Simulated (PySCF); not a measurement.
How methods differ on the excitation energy of Tl²⁺

Tl²⁺ [Xe] 4f14 5d10 6s1 (2S) → Tl²⁺ [Xe] 4f14 5d10 6p1 (2P), as a difference of total energies. Computed with PySCF 2.14 in def2-QZVPPD with the def2 core potential (60 electrons) (8s6p5d4f1g, 88 functions), with scalar relativity through the core potential. Correlated levels: valence and next inner shell: nothing frozen outside the core potential. The calculations carry no spin-orbit coupling.

| method | excitation energy (eV) |
| --- | --- |
| UHF | 8.714 |
| LDA | 9.410 |
| PBE | 9.215 |
| PBE0 | 9.169 |
| r2SCAN | 9.257 |
| r2SCANh | 9.244 |
| M06-L | 9.242 |
| PW91 | 9.232 |
| TPSSh | 9.179 |
| MP2 (valence and next inner shell) | 9.371 |
| SCS-MP2 (valence and next inner shell) | 9.287 |

Question: How much does correlation contribute at MP2 (valence and next inner shell)?

Answer: 9.371 − (8.714) = 0.657 eV, measured against UHF.
